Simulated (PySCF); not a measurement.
```xyz
4
charge 0 multiplicity 2, angstrom
Zr    0.0000    0.0000   -0.0108
H     1.8262    0.0000    0.3222
H    -0.9131    1.5815    0.3222
H    -0.9131   -1.5815    0.3222
```

Level of theory: PySCF, UPBE0, basis Zr def2-TZVP with ECP28, H def2-TZVP (scalar-relativistic core potentials, no spin–orbit coupling, density fitting).

This geometry of ZrH3 is a stationary point at this level.

(1) What is the point group?

(2) Is it a minimum?

(3) Which band is strongest in the infrared?

(4) What is the atomisation energy, with and without zero-point energy?

Answers

(1) C3v.

(2) Yes: all harmonic wavenumbers are real.

(3) 1648 cm⁻¹ (e), 1223 km/mol.

(4) 867 kJ/mol without, 827 kJ/mol with.

Other isomers or separated fragments may lie lower. Other spin states or occupations of the open shell can lie lower.
